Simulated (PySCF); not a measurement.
B(Cl)(GeH3)(H), SMILES Cl[BH][GeH3], singlet (B3LYP/def2-SVP optimised geometry):

```
7

B      0.705     0.527     0.000
Cl    -0.072     2.096     0.000
Ge    -0.383    -1.242     0.002
H     -0.022    -2.078     1.252
H     -1.910    -1.019    -0.011
H     -0.003    -2.096    -1.231
H      1.910     0.527     0.000
```

Calculation: B3LYP/def2-TZVP (PySCF).

Q: What are the frontier orbital energies and the dipole moment?

A: HOMO-2 -9.35 eV, HOMO-1 -9.29 eV, HOMO -7.77 eV, LUMO -2.43 eV, LUMO+1 0.57 eV; dipole moment 0.39 D.

On the same geometry PBE/def2-TZVP (PySCF) gives HOMO-2 -8.29 eV, HOMO-1 -8.19 eV, HOMO -6.74 eV, LUMO -3.19 eV, LUMO+1 0.03 eV; dipole moment 0.30 D.

Meta-Löwdin charges at B3LYP/def2-TZVP: B1 -0.07, Cl2 -0.03, Ge3 0.23, H4 -0.05, H5 -0.06, H6 -0.05, H7 0.03.
